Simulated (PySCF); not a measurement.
## Static response to an electric field

Species: C5H6ClFO.
Atom-mapped SMILES: `[CH3:1][O:2][C@@H:3]1[CH:4]=[C:5]([F:6])[C@@H:7]1[Cl:8]` (hydrogens: H9, H10, H11 on C1; H12 on C3; H13 on C4; H14 on C7)

Cartesian coordinates in Å at the GFN2-xTB level; atoms count from 1:
```xyz
14
C5H6ClFO angstrom
C      1.9551   -0.8459    0.4229
O      0.8296   -0.1741    0.9483
C      0.1036    0.5336    0.0049
C     -1.0516    1.3310    0.5741
C     -1.9499    0.6551   -0.1314
F     -3.2651    0.7500   -0.2818
C     -0.9890   -0.2610   -0.8184
Cl    -1.1421   -1.9714   -0.3748
H      2.6467   -0.1363   -0.0474
H      2.4416   -1.3256    1.2690
H      1.6661   -1.6048   -0.3097
H      0.7685    1.1148   -0.6534
H     -1.0823    2.1346    1.2809
H     -0.9319   -0.2005   -1.9053
```

Level: B3LYP/def2-SVPD (PySCF), static field, nuclei fixed, core orbitals frozen in the response. The polarisability tensor in these axes (au):

```
x   83.90 -1.15  4.76
y   -1.15 81.83  5.19
z    4.76  5.19 64.43
```

Task: Diagonalise the tensor; give its mean and Δα, where Δα² is half the sum of the squared differences of the eigenvalues.

Result: Principal values 61.91, 83.25 and 85.01 au; mean 76.72 au = 11.37 Å³ = 12.65 × 10⁻⁴⁰ C²·m²/J; Δα = 22.27 au (29 % of the mean).

Task: What is the dipole moment, and where does it point?

Result: (2.09, 1.58, -1.12) D, 2.85 D in size, pointing from the negative to the positive side. Measured along this direction, the outermost atoms are F6 and Cl8 at the negative end and H9 at the positive end.

Task: In a dilute gas of rigid molecules at 400 K, how does the orientational term μ²/3kT compare with the electronic polarisability?

Result: In Gaussian units μ²/3kT = 48.92 Å³ against 11.37 Å³, a ratio of 4.30; the Debye molar polarisation (4π/3)N_A(α + μ²/3kT) is 152.1 cm³/mol, leaving out the vibrational part.

Task: Directions of the eigenvectors, and the extent of the frame along each?

Result: Largest value along (0.97, 0.02, 0.23), where the nuclei span 5.86 Å; middle along (-0.08, 0.97, 0.25), 4.37 Å; least along (-0.22, -0.26, 0.94), 2.55 Å. The response follows the extents in order.

Task: What are the principal values of the traceless quadrupole moment, Θ = ½Σq(3rr − r²1), about the centre of nuclear charge?

Result: -2.89, 0.62, 2.27 D·Å. The values depend on the origin, since the dipole doesn't vanish. The electronic extent ⟨r²⟩ about the same centre is 1146 bohr², a root-mean-square distance of 2.14 Å for the 70 electrons.

Task: Refractivity n − 1 of an ideal gas of it at 350 K and 1 atm, from the electronic α?

Result: N = p/kT = 2.0968 × 10¹⁹ cm⁻³, so n − 1 = 2π × N × 11.37 × 10⁻²⁴ cm³ = 1498 × 10⁻⁶ at long wavelengths, for an ideal gas.

Isolated species at its GFN2-xTB geometry (one conformer only).
